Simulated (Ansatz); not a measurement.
Input file for Ansatz (an electronic-structure program): R-r2SCAN/def2-TZVPP on BH4NO (SMILES NBO), atoms moved off the minimum.

Ansatz 0.2 input:
```yaml
crystal:
  periodic: [false, false, false]
  atoms:
    - {symbol: B, position_ang: [-0.32079625, -0.33522733, 0.18150167]}
    - {symbol: H, position_ang: [-1.17056607, -1.09140022, 0.62090904]}
    - {symbol: O, position_ang: [0.94884032, -0.63383776, 0.47390349]}
    - {symbol: H, position_ang: [1.62665703, -0.02873171, 0.14220641]}
    - {symbol: N, position_ang: [-0.74014140, 0.82119936, -0.53887358]}
    - {symbol: H, position_ang: [-1.67155869, 0.99274193, -0.71569188]}
    - {symbol: H, position_ang: [-0.06772864, 1.48006216, -0.93519442]}
basis:
  gaussian:
    orbitals: def2-TZVPP
hamiltonian:
  xc: {name: r2SCAN}
scf: {lower_state_search: off}
output: {forces: true}
```

The head of its log:

```
WARN ansatz: RAYON_NUM_THREADS=1 ignored (pool sized by the plan → 1); use --threads N
Functional definition: r2SCAN
these checks for a lower state are left out or cut short: stability, starts, cluster_reference, orbital_swaps, neighbouring_geometries, increment
integrals: 0.04 GiB planned
711 factors; their error is unknown
mean field: 0.44 GiB planned
mean field evaluation 1: about -4270.0463 eV, gradient 7.7e1 eV
mean field evaluation 2: about -4255.5002 eV, gradient 1.1e2 eV
```

Task: Give the final energy of this run.

Result: -157.3017 hartree.
